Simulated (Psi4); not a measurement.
boron oxyfluoride (BFO), singlet, at a GFN2-xTB geometry; BHHLYP/6-31G** (Psi4).

Input for Psi4:
```
memory 2 GB

molecule mol {
0 1
F    -0.000000   -0.000000   -1.189254
B     0.000000    0.000000    0.092502
O     0.000000    0.000000    1.280097
}

set {
  basis 6-31g**
  reference rks
}

energy('bhhlyp')
print_variables()
```

What the program printed (banner, timings and long lists left out):

```
   => Loading Basis Set <=

    Name: 6-31G**
    Role: ORBITAL
    Keyword: BASIS

         ---------------------------------------------------------
                                   SCF
               by Justin Turney, Rob Parrish, Andy Simmonett
                          and Daniel G. A. Smith
                              RKS Reference
         ---------------------------------------------------------

  ==> Geometry <==

    Molecular point group: c2v
    Full point group: C_inf_v

    Geometry (in Angstrom), charge = 0, multiplicity = 1:

       Center              X                  Y                   Z               Mass
    ------------   -----------------  -----------------  -----------------  -----------------
         F            0.000000000000     0.000000000000    -1.165331408297    18.998403162730
         B            0.000000000000     0.000000000000     0.116424591703    11.009305360000
         O            0.000000000000     0.000000000000     1.304019591703    15.994914619570

  Running in c2v symmetry.

  Rotational constants: A = ************  B =      0.31718  C =      0.31718 [cm^-1]
  Rotational constants: A = ************  B =   9508.92959  C =   9508.92959 [MHz]
  Nuclear repulsion =   51.831352470387571

  Charge       = 0
  Multiplicity = 1
  Electrons    = 22
  Nalpha       = 11
  Nbeta        = 11

  ==> Algorithm <==

  SCF Algorithm Type is DF.
  DIIS enabled.
  MOM disabled.
  Fractional occupation disabled.
  Guess Type is SAD.
  Energy threshold   = 1.00e-06
  Density threshold  = 1.00e-06
  Integral threshold = 1.00e-12

  ==> Primary Basis <==

  Basis Set: 6-31G**
    Blend: 6-31G**
    Number of shells: 18
    Number of basis functions: 45
    Number of Cartesian functions: 45
    Spherical Harmonics?: false
    Max angular momentum: 2

  ==> DFT Potential <==

   => LibXC <=

    Version 7.1.2
    S. Lehtola, C. Steigemann, M. J. T. Oliveira, and M. A. L. Marques,  SoftwareX 7, 1–5 (2018) (10.1016/j.softx.2017.11.002)

   => Composite Functional: BHANDHLYP <=

    BHandHLYP Hyb-GGA Exchange-Correlation Functional

    A. D. Becke,  J. Chem. Phys. 98, 1372 (1993) (10.1063/1.464304)
    Defined through Gaussian implementation.

    Deriv               =              1
    GGA                 =           TRUE
    Meta                =          FALSE

    Exchange Hybrid     =           TRUE
    MP2 Hybrid          =          FALSE

   => Exchange Functionals <=

    0.5000         Becke 88

   => Exact (HF) Exchange <=

    0.5000               HF

   => Correlation Functionals <=

    1.0000   Lee, Yang & Parr

   => LibXC Density Thresholds  <==

    XC_HYB_GGA_XC_BHANDHLYP:  1.00E-15

   => Molecular Quadrature <=

    Radial Scheme          =       TREUTLER
    Pruning Scheme         =           NONE
    Nuclear Scheme         =       TREUTLER

    Blocking Scheme        =         OCTREE
    BS radius alpha        =              1
    Pruning alpha          =              1
    Radial Points          =             75
    Spherical Points       =            302
    Total Points           =          64514
    Total Blocks           =            549
    Max Points             =            255
    Max Functions          =             44
    Weights Tolerance      =       1.00E-15

   => Loading Basis Set <=

    Name: (6-31G** AUX)
    Role: JKFIT
    Keyword: DF_BASIS_SCF

  ==> Integral Setup <==

  SCF_SUBTYPE=INCORE selected. In-core MEM_DF algorithm will be used.
  Using in-core AOs.

  ==> MemDFJK: Density-Fitted J/K Matrices <==

    J tasked:                   Yes
    K tasked:                   Yes
    wK tasked:                   No
    Algorithm:                 Core
    Schwarz Cutoff:           1E-12
    Mask sparsity (%):       0.0988
    Fitting Condition:        1E-10

   => Auxiliary Basis Set <=

  Basis Set: (6-31G** AUX)
    Blend: CC-PVDZ-JKFIT
    Number of shells: 72
    Number of basis functions: 243
    Number of Cartesian functions: 243
    Spherical Harmonics?: false
    Max angular momentum: 3

  Minimum eigenvalue in the overlap matrix is 4.5344768587E-03.
  Reciprocal condition number of the overlap matrix is 7.9560858107E-04.
    Using symmetric orthogonalization.

  ==> Pre-Iterations <==

  SCF Guess: Superposition of Atomic Densities via on-the-fly atomic UHF (no occupation information).

   -------------------------
    Irrep   Nso     Nmo
   -------------------------
     A1        24      24
     A2         3       3
     B1         9       9
     B2         9       9
   -------------------------
    Total      45      45
   -------------------------

  ==> Iterations <==

                           Total Energy        Delta E     RMS |[F,P]|

   @DF-RKS iter SAD:  -199.22468717596936   -1.99225e+02   0.00000e+00
   @DF-RKS iter   1:  -199.74414407611425   -5.19457e-01   2.45717e-02 ADIIS/DIIS
   @DF-RKS iter   2:  -199.49363200318282    2.50512e-01   3.80624e-02 ADIIS/DIIS
   @DF-RKS iter   3:  -199.91186147497612   -4.18229e-01   3.42103e-03 ADIIS/DIIS
   @DF-RKS iter   4:  -199.91411269738265   -2.25122e-03   1.29777e-03 ADIIS/DIIS
   @DF-RKS iter   5:  -199.91447560876574   -3.62911e-04   1.60282e-04 ADIIS/DIIS
   @DF-RKS iter   6:  -199.91448339576763   -7.78700e-06   3.86710e-05 DIIS
   @DF-RKS iter   7:  -199.91448384803968   -4.52272e-07   3.50744e-06 DIIS
   @DF-RKS iter   8:  -199.91448385680002   -8.76034e-09   3.86343e-07 DIIS
  Energy and wave function converged.

  ==> Post-Iterations <==

   Electrons on quadrature grid:
      Ntotal   =   22.0000009443 ; deviation = 9.443e-07

    Orbital Energies [Eh]
    ---------------------

    Doubly Occupied:

       1A1   -25.402209     2A1   -19.699832     3A1    -7.187008
       4A1    -1.447745     5A1    -1.135366     6A1    -0.700743
       1B2    -0.615329     1B1    -0.615329     7A1    -0.508572
       2B1    -0.425556     2B2    -0.425556

    Virtual:

       8A1     0.073332     3B2     0.119573     3B1     0.119573
       9A1     0.310409     4B1     0.438799     4B2     0.438799
      10A1     0.583544    11A1     0.922667    12A1     1.009178
       5B1     1.062066     5B2     1.062066    13A1     1.239485
       1A2     1.241359    14A1     1.241359     6B2     1.332078
       6B1     1.332078     7B1     1.422649     7B2     1.422649
      15A1     1.495131    16A1     1.866675     2A2     1.866676
      17A1     1.888632    18A1     2.058865     3A2     2.058865
       8B2     2.208850     8B1     2.208850    19A1     2.528623
       9B1     2.945781     9B2     2.945781    20A1     3.214232
      21A1     3.401468    22A1     3.869323    23A1     4.090774
      24A1     4.734502

    Final Occupation by Irrep:
             A1    A2    B1    B2
    DOCC [     7,    0,    2,    2 ]
    NA   [     7,    0,    2,    2 ]
    NB   [     7,    0,    2,    2 ]

  @DF-RKS Final Energy:  -199.91448385680002

   => Energetics <=

    Nuclear Repulsion Energy =             51.8313524703875714
    One-Electron Energy =                -378.5420843869486021
    Two-Electron Energy =                 138.7754214933198114
    DFT Exchange-Correlation Energy =     -11.9791734335587865
    Empirical Dispersion Energy =           0.0000000000000000
    VV10 Nonlocal Energy =                  0.0000000000000000
    Total Energy =                       -199.9144838568000182

Computation Completed

Properties will be evaluated at   0.000000,   0.000000,   0.000000 [a0]

Properties computed using the SCF density matrix

 Multipole Moments:

 ------------------------------------------------------------------------------------
     Multipole            Electronic (a.u.)      Nuclear  (a.u.)        Total (a.u.)
 ------------------------------------------------------------------------------------

 L = 1.  Multiply by 2.5417464519 to convert [e a0] to [Debye]
 Dipole X            :          0.0000000            0.0000000            0.0000000
 Dipole Y            :          0.0000000            0.0000000            0.0000000
 Dipole Z            :         -1.8135206            0.9945572           -0.8189634
 Magnitude           :                                                    0.8189634

 ------------------------------------------------------------------------------------

  Variable Map:
  ----------------------------------------------------------------------------
  "CURRENT ENERGY"              =>    -199.914483856800
  "CURRENT REFERENCE ENERGY"    =>    -199.914483856800
  "DD SOLVATION ENERGY"         =>       0.000000000000
  "DFT FUNCTIONAL TOTAL ENERGY" =>    -199.914483856800
  "DFT TOTAL ENERGY"            =>    -199.914483856800
  "DFT VV10 ENERGY"             =>       0.000000000000
  "DFT XC ENERGY"               =>     -11.979173433559
  "GRID ELECTRONS ALPHA"        =>      11.000000472156
  "GRID ELECTRONS BETA"         =>      11.000000472156
  "GRID ELECTRONS TOTAL"        =>      22.000000944312
  "NUCLEAR REPULSION ENERGY"    =>      51.831352470388
  "ONE-ELECTRON ENERGY"         =>    -378.542084386949
  "PCM POLARIZATION ENERGY"     =>       0.000000000000
  "PE ENERGY"                   =>       0.000000000000
  "SCF ITERATION ENERGY"        =>    -199.914483856800
  "SCF ITERATIONS"              =>       8.000000000000
  "SCF TOTAL ENERGY"            =>    -199.914483856800
  "TWO-ELECTRON ENERGY"         =>     138.775421493320
  "XC GRID RADIAL POINTS"       =>      75.000000000000
  "XC GRID SPHERICAL POINTS"    =>     302.000000000000
  "XC GRID TOTAL POINTS"        =>   64514.000000000000

  Array Variable Map:
  ----------------------------------------------------------------------------
  "CURRENT DIPOLE"              =>       0.000000000000 ... -0.818963359341 1 by 3
  "SCF DIPOLE"                  =>       0.000000000000 ... -0.818963359341 1 by 3
  "SCF TOTAL ENERGIES"          =>    -199.224687175969 ... -199.914483856800 1 by 9
```
